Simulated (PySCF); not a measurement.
C2H9NSi2, SMILES [SiH3][Si]N(C)C (connectivity only; charge and spin as stated), neutral, multiplicity 1. Atoms are numbered in the order given.

```xyz
14

Si     1.1618    -0.1386     0.0000
N     -0.0732     1.0693     0.0000
C      0.3426     2.4699     0.0000
C     -1.5229     0.9482     0.0000
H     -0.0416     2.9950     0.8931
H     -0.0416     2.9950    -0.8931
H      1.4401     2.5385     0.0000
H     -1.9555     1.4370    -0.8917
H     -1.9555     1.4370     0.8917
H     -1.8420    -0.1011     0.0000
Si    -0.1986    -2.1154     0.0000
H      0.6780    -3.3278     0.0000
H     -1.0860    -2.2056     1.2062
H     -1.0860    -2.2056    -1.2062
```
Charge 0, spin multiplicity 1.

Geometry: ωB97X-D3(BJ)/def2-SVP. Other conformers were not sampled.

Computed with PBE/pcSseg-1 (PySCF).

GIAO shieldings, no solvent; atoms alike by connectivity are averaged. δ = σ(ref) − σ: ²⁹Si against TMS (σ = 335.4 ppm); ¹⁵N against NH3 (σ = 267.0 ppm); ¹³C against TMS (σ = 182.0 ppm); ¹H against TMS (σ = 31.49 ppm), references at their B3LYP-D3(BJ)/def2-TZVP geometries, non-relativistic.

| nucleus | atoms | count | δ (ppm) |
|---|---|---|---|
| ²⁹Si | Si1 | 1 | 442.0 |
| ²⁹Si | Si11 | 1 | -125.2 |
| ¹⁵N | N2 | 1 | 229.7 |
| ¹³C | C3, C4 | 2 | 57.2 |
| ¹H | H5, H6, H7, H8, H9, H10 | 6 | 3.98 |
| ¹H | H12, H13, H14 | 3 | 3.62 |
